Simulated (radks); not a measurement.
Effect of the nuclear size on the selenium ion Se+, [Ar] 3d10 4s2 4p3. All-electron calculation, Dirac Kohn-Sham, BLYP, spin-unpolarised, spherical densities, finite nucleus; open shells fill j = l - 1/2 first; Fermi nuclear charge, rms radius 4.14 fm. Program: a radial shooting solver on a logarithmic mesh with Libxc functionals. The rms radius is varied about that value; shifts are against it.

rms radius (fm)  total energy shift (eV)  density at nucleus (e/bohr^3)  1s1/2 shift (meV)  2s1/2 shift (meV)  3s1/2 shift (meV)  3p1/2 shift (meV)  4s1/2 shift (meV)
3.3782                            -0.156                      4.036e+04              -66.4              -6.60              -1.01              0.103             -0.097
3.8461                           -0.0638                      3.998e+04              -27.1              -2.69             -0.413              0.042             -0.040
4.14                                   0                      3.977e+04              0.000              0.000              0.000              0.000              0.000
4.376                             0.0544                      3.962e+04               23.1               2.30              0.352             -0.036              0.034
4.9597                             0.201                      3.926e+04               85.3               8.48               1.30             -0.132              0.125

Slopes of the eigenvalues against <r^2> in GHz/fm^2, as finite differences over the two radii next to the reference (eigenvalue slopes, not the field-shift constants of lines): 1s1/2 2780, 2s1/2 277, 3s1/2 42.5, 3p1/2 -4.31, 4s1/2 4.09.
